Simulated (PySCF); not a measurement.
C₆H₁₄Se.
Structure used (PBE0-D3(BJ)/def2-SVP), in Å, numbered top down from 1:
```
atom  x, y, z in Å
C1     3.015   -0.810    0.124
Se2    1.219   -1.534    0.006
C3     0.301    0.165    0.340
C4    -1.219    0.111    0.139
C5    -1.844   -0.948    1.051
C6    -1.778    1.488    0.510
C7    -1.558   -0.191   -1.323
H8     3.181   -0.344    1.106
H9     3.713   -1.650    0.007
H10    3.196   -0.078   -0.675
H11    0.743    0.911   -0.340
H12    0.533    0.469    1.374
H13   -1.599   -0.756    2.108
H14   -2.941   -0.947    0.951
H15   -1.486   -1.960    0.806
H16   -1.567    1.736    1.563
H17   -2.870    1.514    0.371
H18   -1.340    2.280   -0.118
H19   -2.649   -0.204   -1.473
H20   -1.134    0.574   -1.992
H21   -1.157   -1.166   -1.638
```

The calculation used PySCF, PBE0-D3(BJ)/def2-SVP geometry optimisation, gas phase.

Masses are those of the commonest isotopes; rigid-rotor values at the optimised geometry. The values belong to one conformer with, in the numbering `[CH3:1][Se:2][CH2:3][C:4]([CH3:5])([CH3:6])[CH3:7]`, C1–Se2–C3–C4 172°.

Question: Give the principal moments of inertia and the rotational constants in MHz.

Answer: Ia = 147.08, Ib = 541.13, Ic = 570.77 u·Å²; 505379 MHz·u·Å²/I gives A = 3436, B = 933.9, C = 885.4 MHz.

Question: What kind of rotor is it?

Answer: A near-prolate asymmetric top. Ray's parameter κ = (2B − A − C)/(A − C) = -0.962; −1 is the prolate and +1 the oblate limit.

Question: What does the inertial defect say?

Answer: Not planar: Δ = Ic − Ia − Ib = -117.44 u·Å². For a rigid frame Δ = −2 Σ m c², so Σ m c² = 58.72 u·Å² lies off the ab plane: 20.96 from hydrogen and 37.76 from heavier atoms. The atom farthest from that plane is 2.17 Å away.

Question: Give the other two planar moments, Paa and Pbb, and the rms extents of the mass along the axes.

Answer: Paa = Σ m a² = (Ib + Ic − Ia)/2 = 482.41 and Pbb = Σ m b² = (Ia + Ic − Ib)/2 = 88.36 u·Å². With the mass M = 166.03 u, the rms extents √(P/M) along a, b and c are 1.70, 0.73, 0.59 Å.

Question: Predict some low-J microwave lines.

Answer: The dipole components are |μa| = 0.34 D, |μb| = 1.36 D, |μc| = 0.08 D. Intensities carry the squares of the components, which stand as 0.06 : 1.00 : 0.00 (a : b : c). Some lines, for components of 0.1 D or more:

```
type  branch         J(Ka,Kc)    MHz  lower level (cm⁻¹)
   b       R  5(1,4) ← 4(2,3)   1877               0.944
   b       Q  5(1,4) ← 5(0,5)   2910               0.910
   a       R  2(0,2) ← 1(0,1)   3638               0.061
   a       R  4(3,2) ← 3(3,1)   7279               1.123
   b       Q  4(2,2) ← 4(1,3)   7348               0.699
   b       Q  2(2,0) ← 2(1,1)   7507               0.269
   b       Q  3(2,2) ← 3(1,3)   7725               0.444
   a       R  5(4,2) ← 4(4,1)   9098               1.955
   a       R  5(4,1) ← 4(4,0)   9098               1.955
   b       R  2(2,0) ← 1(1,1)  11243               0.144
   b       R  4(2,3) ← 3(1,2)  14711               0.453
   b       R  3(3,0) ← 2(2,1)  18091               0.519
   b       R  5(3,3) ← 4(2,2)  21723               0.944
   b       R  5(4,1) ← 4(3,2)  26782               1.365
```

Question: Estimate the classical rotational partition function at 10 K, 25 K and 50 K.

Answer: Point group C1, symmetry number σ = 1; q = (√π/σ)·√((kT/h)³/(ABC)), k/h = 20836.6 MHz/K: 3160 at 10 K, 12500 at 25 K, 35400 at 50 K.

No frequency check. Zero-point vibration and centrifugal distortion are left out. A rigid rotor knows nothing of internal rotation, which can split or shift real lines.

The run took 70 s on an Arm Neoverse V2 with one thread, no GPU, on a shared host. This is the geometry optimisation.
